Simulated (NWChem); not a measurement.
Species: HSF$_{2}$ cation; SMILES F[SH+]F

All runs: NWChem. Structure relaxed at the PBE0/def2-SVP level. Vertical excitations in the gas phase; the lowest state need not have the same character in each row.

| level | lowest excitation, singlet (eV) | oscillator strength of that lowest state | lowest state with f > 0.02, singlet (eV) | oscillator strength of that bright state | lowest triplet (eV) | orbital gap (eV) |
|---|---|---|---|---|---|---|
| PBE/def2-SVP, TDA | 6.38 | 0.012 | 6.98 | 0.031 | 5.25 | 5.81 |
| B3LYP/def2-SVP, TDA | 6.79 | 0.017 | … | 0.041 | … | … |
| PBE0/def2-SVP, TDA | 6.84 | 0.018 | 7.50 | 0.042 | 5.49 | 8.66 |
| BHandHLYP/def2-SVP, TDA | 7.26 | 0.026 | 7.26 | 0.026 | 5.77 | 11.58 |

### Question
Fill in the missing entries.

### Answer

- B3LYP/def2-SVP, TDA, lowest state with f > 0.02, singlet (eV): 7.42
- B3LYP/def2-SVP, TDA, lowest triplet (eV): 5.54
- B3LYP/def2-SVP, TDA, orbital gap (eV): 8.15
